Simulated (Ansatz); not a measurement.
## Ligand exchange: CuI + C2H5NO → CuNH2 + C2H3IO

Species: CuI, singlet; C2H5NO (acetamide) `CC(N)=O`, singlet; CuNH2 `[NH2][Cu]`, singlet; C2H3IO (acetyl iodide) `CC(=O)I`, singlet. The partners trade I for NH2: Cu–I and C–NH2 bonds give way to Cu–NH2 and C–I.

Shapes, held fixed at every level: PBE0-D4/def2-TZVP. Flexible molecules stand in one conformer, not always the lowest. Programs: Ansatz 0.2.0. The zero-point and thermal change to 298 K, harmonic and unscaled (PBE0-D4/def2-TZVP), is -9.5 kJ/mol.

| level | kind | ΔH(298 K) (kJ/mol) | CPU time (sum over the molecules) |
| --- | --- | --- | --- |
| HF/def2-TZVPP | Hartree–Fock | +316.4 | – |
| SPW92/def2-TZVPP | LDA | +199.5 | 9.7 s |
| PBE-D4/def2-TZVPP | GGA | +183.4 | 17 s |
| r2SCAN-D4/def2-TZVPP | meta-GGA | +200.1 | 33 s |
| PBE0-D4/def2-TZVPP | global hybrid | +227.0 | 18 s |
| r2SCAN0-D4/def2-TZVPP | global hybrid | +237.7 | 32 s |
| wB97X-V/def2-TZVPP | range-separated hybrid | +234.4 | 49 s |

wB97X-V/def2-TZVPP gives ΔH(298 K) = +234.4 kJ/mol; the levels span +183.4 to +316.4. The median of the levels is +227.0. No measured value is set beside it here. For atoms past krypton def2 sets carry core potentials with scalar relativity. Times are processor times on shared x86 and Arm servers, and rough.
